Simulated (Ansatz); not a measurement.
`C[NH][GeH2][F]` + `O[SiH3]` → `[F][GeH2][O][SiH3]` + CH₃NH₂ at 700 K and 1 bar (ligand exchange at a Ge–N bond).

Gas-phase electronic energies from Ansatz, PBE0-D4/def2-TZVP geometries. CBS: MP2 limit from def2 TZ/QZ plus the TZ coupled-cluster correction, frozen cores. For Ge outer-core shells are correlated without core-valence functions, which leaves a few kJ/mol of doubt a bond. Scalar relativity is left out up to krypton. Each species was taken in one conformer, which may not be the lowest.

| species | CCSD(T)/CBS energy (Eh) | H − E (kJ/mol) | S (J/(mol·K)) |
| --- | --- | --- | --- |
| `C[NH][GeH2][F]` | -2272.30685 | 261.3 | 437.1 |
| `O[SiH3]` | -366.69042 | 144.6 | 321.6 |
| `[F][GeH2][O][SiH3]` | -2543.25592 | 199.6 | 469.8 |
| CH₃NH₂ | -95.75281 | 207.6 | 296.6 |

H − E and S are ideal-gas, rigid-rotor, harmonic terms from PBE0-D4/def2-TZVP, for one conformer and one mirror image of each species. 1 Eh = 2625.50 kJ/mol, R = 8.31446 J/(mol·K).

Question: By hand: ΔE, ΔH, ΔS and ΔG.

Answer: ΔE = (-2543.25592) + (-95.75281) − (-2272.30685) − (-366.69042) = -0.01146 Eh = -30.1 kJ/mol. Δ(H − E) = 199.6 + 207.6 − 261.3 − 144.6 = 1.3, so ΔH = -28.8 kJ/mol. ΔS = 469.8 + 296.6 − 437.1 − 321.6 = 7.7 J/(mol·K). ΔG = -28.8 − 700 × (7.7)/1000 = -34.2 kJ/mol.

Question: By hand: the equilibrium constant, and the temperature at which ΔG would vanish if ΔH and ΔS stayed fixed.

Answer: log₁₀ K = −ΔG/(RT ln 10) = 2.6. ΔH and −TΔS have one sign here, so there is no such temperature.

The number of gas molecules stays the same, so ΔS is small and ΔH decides. A doubt of 5 kJ/mol in ΔE shifts log₁₀ K by 0.4 here. Other conformers and mirror images would add mixing entropy, several J/(mol·K) or more a flexible species. Modes under 60 cm⁻¹, often nearly free rotors, make the harmonic entropy too high. These are equilibria of isolated gas molecules and say nothing of rates. Largest T1 diagnostic: 0.012 (customary marks: 0.02 for closed shells, 0.045 for open ones).

ΔS is within the doubt of such terms, so its sign, and with it that verdict, could turn.
